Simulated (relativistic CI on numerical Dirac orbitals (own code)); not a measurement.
**Pr⁴⁺ (4f) in a crystal field**

Calculated by Dirac-Coulomb-Breit CI, KLI orbitals optimised for each configuration, model QED, one configuration in a parametric crystal field, unscaled Slater integrals (own radial code).

Field parameters in Wybourne normalisation. The field is a parameter set, without covalency.

S and J are read from ⟨S²⟩ = S(S + 1) and ⟨J²⟩ = J(J + 1) of each level; they are not fictitious spins.

D3h, B20 = 570, B40 = -1130, B60 = -600, B66 = -390 cm⁻¹, the lowest 7 levels:

| E (cm⁻¹) | Degeneracy | S | J |
| --- | --- | --- | --- |
| 0.0 | 2 | 0.50 | 2.51 |
| 242 | 2 | 0.50 | 2.50 |
| 425 | 2 | 0.50 | 2.50 |
| 2856 | 2 | 0.50 | 3.50 |
| 3122 | 2 | 0.50 | 3.50 |
| 3283 | 2 | 0.50 | 3.50 |
| 3329 | 2 | 0.50 | 3.50 |

Principal g values of the ground doublet: 0.10, 0.10, 4.19.

D3h, B20 = 1520, B40 = -110, B60 = -1180, B66 = -120 cm⁻¹, the lowest 7 levels:

```
E (cm⁻¹)  Degeneracy     S     J
     0.0           2  0.50  2.50
     529           2  0.50  2.51
     771           2  0.50  2.51
    2854           2  0.50  3.50
    3242           2  0.50  3.50
    3651           2  0.50  3.50
    3723           2  0.50  3.49
```

Principal g values of the ground doublet: 0.03, 0.03, 4.22.

The next free-ion level lies 2909 cm⁻¹ above the lowest; the field splits the ground level into components whose J stays near 5/2 as long as their spread is small against that gap.

Levels of this model without a field, named by their leading LS term: 2F°_5/2 0, 2F°_7/2 2909 cm⁻¹.
